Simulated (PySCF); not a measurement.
Computed shifts of a molecule C3H6BNO2, PySCF with PBE0/pcSseg-1, GIAO, gas phase, equivalent atoms averaged, in ppm (number of nuclei): ¹³C: 186.7 (1), 81.1 (1), 50.8 (1). ¹⁵N: 432.5 (1). ¹H: 5.31 (2), 4.65 (1), 4.03 (3). References: ¹³C against TMS (σ = 186.3 ppm); ¹⁵N against NH3 (σ = 267.4 ppm); ¹⁷O against H2O (σ = 334.2 ppm); ¹¹B against BF3 (σ = 88.8 ppm); ¹H against TMS (σ = 31.56 ppm), references at their B3LYP-D3(BJ)/def2-TZVP geometries, non-relativistic. Coordinates come from a PBE-D3(BJ)/def2-SVP optimisation. The values are those of a single conformer.

**Question.** Pick the molecule that these values belong to.
A) OB1C=NCCO1
B) CB(O)/C=N\C=O
C) CB1OC=NCO1
D) C/N=C1\COB1O

**Answer.** D, C/N=C1\COB1O
